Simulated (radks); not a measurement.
Values are calculated unless marked as measured or tabulated.
I, 53 electrons, occupied as [Kr] 4d10 5s2 5p5 (the NIST ground configuration). Level of theory: scalar-relativistic Kohn-Sham, PBE, spin-polarised, spherical densities, point nucleus; open shells are filled with parallel spins first (spin-orbit coupling, left out, can overturn this in heavy ions); hard spherical wall at 12 bohr (a radial shooting solver on a logarithmic mesh with Libxc functionals).

Radial electron density D(r) = 4 pi r^2 rho(r):

| r (bohr) | D(r) (e/bohr) | spin D(r) |
|---|---|---|
| 0.002007 | 6.346 | -0.0000165 |
| 0.002318 | 8.006 | -0.0000200 |
| 0.002698 | 10.18 | -0.0000241 |
| 0.003141 | 12.85 | -0.0000282 |
| 0.003657 | 16.10 | -0.0000314 |
| 0.004223 | 19.76 | -0.0000323 |
| 0.004917 | 24.30 | -0.0000284 |
| 0.005724 | 29.52 | -0.0000151 |
| 0.006664 | 35.37 | 0.0000151 |
| 0.007696 | 41.36 | 0.0000703 |
| 0.008959 | 47.92 | 0.000175 |
| 0.01043 | 54.36 | 0.000354 |
| 0.01214 | 60.20 | 0.000652 |
| 0.01402 | 64.68 | 0.00110 |
| 0.01632 | 67.81 | 0.00182 |
| 0.019 | 68.91 | 0.00290 |
| 0.02212 | 67.96 | 0.00445 |
| 0.02555 | 65.56 | 0.00646 |
| 0.02975 | 62.45 | 0.00918 |
| 0.03463 | 60.21 | 0.0125 |
| 0.04031 | 60.42 | 0.0160 |
| 0.04656 | 63.87 | 0.0191 |
| 0.0542 | 70.82 | 0.0211 |
| 0.0631 | 79.45 | 0.0208 |
| 0.07345 | 86.65 | 0.0173 |
| 0.08483 | 89.16 | 0.0111 |
| 0.09876 | 85.59 | 0.00325 |
| 0.115 | 76.98 | -0.00213 |
| 0.1338 | 67.76 | -0.000567 |
| 0.1546 | 63.22 | 0.00957 |
| 0.1799 | 65.21 | 0.0266 |
| 0.2095 | 71.40 | 0.0410 |
| 0.2439 | 74.85 | 0.0416 |
| 0.2816 | 70.04 | 0.0264 |
| 0.3279 | 56.10 | 0.00527 |
| 0.3817 | 39.19 | 0.00126 |
| 0.4444 | 27.37 | 0.0290 |
| 0.5132 | 24.19 | 0.0734 |
| 0.5974 | 26.43 | 0.103 |
| 0.6955 | 28.35 | 0.0837 |
| 0.8097 | 26.02 | 0.0268 |
| 0.9351 | 20.39 | -0.0108 |
| 1.089 | 13.78 | 0.0234 |
| 1.267 | 8.883 | 0.147 |
| 1.475 | 6.230 | 0.320 |
| 1.704 | 5.058 | 0.465 |
| 1.984 | 4.269 | 0.536 |
| 2.309 | 3.402 | 0.500 |
| 2.688 | 2.414 | 0.386 |
| 3.105 | 1.537 | 0.255 |
| 3.614 | 0.8286 | 0.137 |
| 4.208 | 0.3856 | 0.0615 |
| 4.898 | 0.1539 | 0.0227 |
| 5.657 | 0.05488 | 0.00720 |
| 6.586 | 0.01509 | 0.00162 |
| 7.667 | 0.003246 | 0.000249 |
| 8.925 | 0.0005204 | 0.0000207 |

D(r) has 4 maxima, at r = 0.0190, 0.0842, 0.242, 0.696 bohr, and minima at 0.0369, 0.160, 0.509 bohr, inside which lie 1.97, 11.18, 28.94 electrons.
